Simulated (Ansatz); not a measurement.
This geometry of AlCl₂H₄N (8 atoms, charge 0, multiplicity 1) is a first-order saddle point.

Theory: RKS PBE0/6-31G* (Ansatz 0.2.0).

```xyz
8
Properties=species:S:1:pos:R:3
Al 0.056 -0.429 -0.069
H -0.160 0.076 1.641
Cl 1.925 0.282 -0.710
Cl -1.712 0.032 -1.103
N 0.088 -2.080 0.819
H -0.698 -2.722 0.778
H 0.955 -2.595 0.934
H -0.087 -0.910 1.662
```

Which two structures does it join? (They come from a converged band through this point; their orientation in space is the band's.)

Bonds broken: Al1–H2, N5–H8. Bonds formed: H2–H8. AlCl2H4N becomes AlCl2H2N + H2.

Image 0:

```xyz
8
Properties=species:S:1:pos:R:3
Al 0.018 -0.054 0.208
H -0.137 0.860 1.492
Cl 1.911 -0.043 -0.786
Cl -1.678 -0.233 -1.082
N 0.058 -1.962 0.941
H -0.656 -2.526 0.478
H 0.965 -2.390 0.757
H -0.113 -1.998 1.945
```

Image 10:

```xyz
8
Properties=species:S:1:pos:R:3
Al 0.113 -0.816 -0.341
H -0.234 0.663 2.178
Cl 1.881 0.282 -0.567
Cl -1.707 0.023 -0.942
N 0.167 -2.458 0.284
H -0.642 -3.056 0.384
H 1.013 -2.934 0.562
H -0.224 -0.050 2.395
```

How far does it lie above each of them?

1.73 eV above the first and 0.71 eV above the second. This is the barrier of this one path; another mechanism may lie lower. The orbitals stay closed-shell, which can raise the energy where a bond breaks towards radicals; this wasn't checked here.

The run took 8.2 min on 1 thread of Arm Neoverse V1 (shared host), peak memory 0.17 GiB.
